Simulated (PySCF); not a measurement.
Se(Cl)(OMe) (CH₃ClOSe), SMILES CO[Se]Cl. Atoms are numbered in the order given.

```xyz
7

Se    -0.0118    -0.2906     0.6905
Cl    -1.2549     1.2533    -0.2526
O      1.3859    -0.3185    -0.4025
C      1.1937    -0.9347    -1.6615
H      0.4886    -0.3547    -2.2797
H      2.1773    -0.9445    -2.1529
H      0.8208    -1.9678    -1.5624
```

Geometry: PBE0-D3(BJ)/def2-SVP. Other conformers were not sampled.

These are PBE/def2-TZVP in PySCF values and carry that method's errors.

ESP charges are fitted to the potential on shells at 1.4 to 2.0 van der Waals radii. Atomic charges (e):

| atom | IAO | ESP fit | Mulliken |
|---|---|---|---|
| Se1 | 0.48 | 0.13 | … |
| Cl2 | -0.23 | -0.12 | … |
| O3 | -0.48 | -0.20 | … |
| C4 | -0.23 | -0.07 | -0.21 |
| H5 | 0.15 | 0.07 | 0.14 |
| H6 | 0.17 | 0.11 | 0.14 |
| H7 | 0.14 | 0.07 | 0.12 |

Q: Some entries are withheld; supply them. (Estimate from the structure and the level; the computed values follow.)

A: 
- Se1, Mulliken: 0.27
- Cl2, Mulliken: -0.20
- O3, Mulliken: -0.26

Q: Give the Mayer and Wiberg (Löwdin basis) orders of the bonds. (The exact figures need the calculation; the answer reports its results.)

A: 
```csv
bond,Mayer,Wiberg
Se1–Cl2,1.06,1.64
Se1–O3,1.09,1.60
O3–C4,0.96,1.56
C4–H5,0.96,0.94
C4–H6,0.95,0.93
C4–H7,0.96,0.94
```
